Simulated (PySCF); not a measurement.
Al(Me)(OH)(PH2) (CH6AlOP), SMILES [PH2][Al]([CH3])[OH]. Atoms are numbered in the order given.

```xyz
10

Al     0.2831    -0.2561     0.2741
C      2.1310    -0.5172    -0.2696
H      2.2016    -1.2575    -1.0859
H      2.7458    -0.8901     0.5657
H      2.5919     0.4103    -0.6493
O     -0.1992    -0.9783     1.7460
H     -1.0693    -0.9535     2.1521
P     -1.2171     1.0828    -0.9278
H     -2.3006     0.1577    -0.7956
H     -0.7847     0.5502    -2.1834
```
Charge 0, spin multiplicity 1.

Geometry: r2SCAN-D4/def2-SVP. The values are those of a single conformer.

Level of theory: PBE/def2-TZVP (PySCF).

The molecule is in vacuum.

Computed frontier levels, gap, dipole moment and polarisability:
```
Item                                                                                                           Result
---------------------------------------------------------------------------------------------  ----------------------
highest occupied level                                                                                       -5.94 eV
lowest empty level                                                                                           -1.17 eV
orbital gap                                                                                                   4.77 eV
dipole moment                                                                                                  0.60 D
quadrupole, principal values (traceless, Buckingham form, about the centre of nuclear charge)  -10.19, 3.29, 6.89 D·Å
mean static polarisability                                                                      72.0 bohr³ (10.67 Å³)
polarisability, principal values                                                               57.5, 69.4, 89.1 bohr³
```
